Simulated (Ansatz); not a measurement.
The same path of a periodic cell of 63 atoms, Si62B (host Si, host structure diamond, dopant B, one Si atom removed), cell charge +2 was run twice with different band settings. Lost on the way: Si2–B5, B5–Si6, B5–Si35. Made: B5–Si7, B5–Si13, B5–Si50.

Computed with Ansatz 0.2.0, DFT LDA, scalar-relativistic, plane waves, PAW. Settings: PAW set soft_1, cutoff 420 eV, k mesh 1x1x1, fermi-dirac smearing 0.05 eV, spin collinear.

Relaxed end points:

```xyz
63
Lattice="10.8600 0.0000 0.0000 0.0000 10.8600 0.0000 0.0000 0.0000 10.8600" Properties=species:S:1:pos:R:3
Si 5.482 0.013 0.059
Si 6.898 1.253 1.512
Si 8.137 2.670 0.059
Si 9.509 4.063 1.355
B 7.836 0.315 3.028
Si 9.352 1.253 3.966
Si 0.076 0.023 -0.072
Si 1.342 1.339 1.382
Si 2.716 2.700 -0.007
Si 4.090 4.062 1.360
Si 5.451 5.435 -0.007
Si 6.813 6.809 1.382
Si 8.129 8.075 -0.072
Si 2.733 0.001 2.714
Si 4.071 1.370 4.083
Si 5.449 2.703 2.731
Si 6.782 4.081 4.082
Si 8.151 5.418 2.714
Si 9.482 6.809 4.052
Si 5.449 0.018 5.416
Si 6.782 1.369 6.794
Si 8.133 2.703 5.416
Si 9.505 4.062 6.775
Si 8.151 0.000 8.131
Si 9.482 1.339 9.522
Si 0.013 5.406 -0.009
Si 1.381 6.769 1.327
Si 2.744 8.138 -0.009
Si 4.088 9.502 1.355
Si -0.055 2.670 2.726
Si 1.337 4.053 4.056
Si 2.732 5.419 2.727
Si 4.099 6.814 4.056
Si 5.481 8.206 2.727
Si 6.898 9.659 3.966
Si -0.055 0.013 5.383
Si 1.337 1.343 6.766
Si 2.704 2.719 5.432
Si 4.077 4.074 6.787
Si 5.432 5.447 5.433
Si 6.808 6.814 6.766
Si 8.138 8.206 5.383
Si 9.509 9.502 6.776
Si 2.732 0.014 8.132
Si 4.099 1.343 9.527
Si 5.432 2.719 8.160
Si 6.808 4.052 9.527
Si 8.137 5.419 8.133
Si 9.537 6.770 9.483
Si 0.077 8.074 2.736
Si 1.342 9.529 4.052
Si 0.012 5.435 5.413
Si 1.370 6.781 6.772
Si 2.716 8.139 5.413
Si 4.090 9.506 6.775
Si 0.012 2.700 8.148
Si 1.370 4.058 9.495
Si 2.724 5.427 8.141
Si 4.093 6.782 9.495
Si 5.451 8.140 8.148
Si 6.813 9.529 9.522
Si 0.013 8.138 8.120
Si 1.381 9.474 9.483
```

```xyz
63
Lattice="10.8600 0.0000 0.0000 0.0000 10.8600 0.0000 0.0000 0.0000 10.8600" Properties=species:S:1:pos:R:3
Si 5.453 -0.024 0.025
Si 6.725 1.420 1.352
Si 8.169 2.692 0.025
Si 9.502 4.086 1.358
B 9.819 -1.674 1.041
Si 9.508 1.420 4.135
Si -0.106 -0.156 0.106
Si 1.310 1.298 1.346
Si 2.695 2.690 0.017
Si 4.062 4.083 1.346
Si 5.455 5.450 0.017
Si 6.847 6.835 1.346
Si 8.301 8.251 0.106
Si 2.705 0.002 2.717
Si 4.046 1.368 4.083
Si 5.411 2.734 2.747
Si 6.777 4.099 4.083
Si 8.143 5.440 2.717
Si 9.514 6.835 4.013
Si 5.411 0.032 5.449
Si 6.777 1.368 6.814
Si 8.113 2.734 5.449
Si 9.514 4.083 6.798
Si 8.143 0.002 8.155
Si 9.514 1.298 9.550
Si 0.011 5.424 -0.011
Si 1.345 6.800 1.342
Si 2.721 8.134 -0.011
Si 4.059 9.503 1.358
Si -0.025 2.692 2.691
Si 1.339 4.067 4.078
Si 2.704 5.441 2.713
Si 4.078 6.806 4.078
Si 5.453 8.170 2.691
Si 6.725 9.497 4.135
Si -0.025 -0.024 5.407
Si 1.339 1.363 6.782
Si 2.697 2.723 5.438
Si 4.069 4.076 6.791
Si 5.422 5.448 5.438
Si 6.782 6.806 6.782
Si 8.169 8.170 5.407
Si 9.502 9.503 6.801
Si 2.704 -0.002 8.156
Si 4.078 1.363 9.521
Si 5.422 2.723 8.163
Si 6.782 4.067 9.521
Si 8.147 5.441 8.156
Si 9.518 6.800 9.515
Si -0.106 8.251 2.559
Si 1.310 9.491 4.013
Si -0.017 5.450 5.405
Si 1.360 6.785 6.770
Si 2.695 8.162 5.405
Si 4.062 9.491 6.798
Si -0.017 2.690 8.165
Si 1.360 4.055 9.500
Si 2.715 5.430 8.145
Si 4.090 6.785 9.500
Si 5.455 8.162 8.165
Si 6.847 9.491 9.550
Si 0.011 8.134 8.139
Si 1.345 9.487 9.515
```

Common settings: climbing image yes; force threshold 0.05 eV/Å; end points relaxed.

| run | movable images | spring | optimiser | start path | iteration limit |
| --- | --- | --- | --- | --- | --- |
| 1 | 5 | 5.0 eV/Å² | quadratic models (default) | IDPP | 80 |
| 2 | 3 | 0.05 eV/Å² | fire | default | 50 |

What does each run give, and how far can it be trusted?

Run 1: converged after 12 iterations, highest image 2.575 eV above the first end. By the program's own check the climbing image is a first-order saddle point (lowest curvatures found: -3.08 and 0.77 eV/Å²).
Run 2: converged after 21 iterations, highest image 3.028 eV above the first end. Neighbouring images differ by up to 2.0 eV, so the band resolves the path poorly. The order of the point at the top wasn't checked.
Limits of this set-up: coarse k mesh, PAW files made for another functional, a typed lattice constant that wasn't relaxed here, charged cell in a uniform background, uncorrected.
